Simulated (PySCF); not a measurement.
SMILES [Br][InH2] at its PBE0/def2-SVP optimised geometry (Å):

```
4

In    -0.2639     0.5328     0.0000
H     -1.4515     1.7705     0.0000
H      1.4515     0.5328     0.0000
Br    -1.2454    -1.7705     0.0000
```

Level of theory: PBE0/def2-TZVP, def2 effective core potentials past Kr (PySCF 2.14.0). The core electrons that the potentials of In replace are not part of the density. Cells within 0.4 Å of a nucleus heavier than hydrogen are left out (blank, or x).

Map of the Laplacian of the electron density (e/bohr⁵), clipped to [-1.50, 1.50] on the plane z = 0.0 Å:

```
|555555555555555555555555555|
|555555555555555555555555555|
|555555555555555555555555555|
|555555555555555555555555555|
|555555555555555555555555555|
|555555555555555555555555555|
|555555554455555555555555555|
|555555550145555555555555555|
|555555542345665555555555555|
|555555554469998555555555555|
|555555555599x09754455555555|
|55555555569xxx9841055555555|
|555555555690xx9843255555555|
|555555555599999654555555555|
|555555555558986555555555555|
|555555555555555555555555555|
|555555554445555555555555555|
|555555559994555555555555555|
|55555559xxx9555555555555555|
|55555549xxx9555555555555555|
|555555579x96555555555555555|
|555555556855555555555555555|
|555555555555555555555555555|
|555555555555555555555555555|
|555555555555555555555555555|
|555555555555555555555555555|
|555555555555555555555555555|
```
Scale: ten equal steps from -1.50 (start of '0') to 1.50 (end of '9'), in the order '0123456789'; x runs from -4.00 to 4.00, y from -4.00 (bottom) to 4.00 (top).
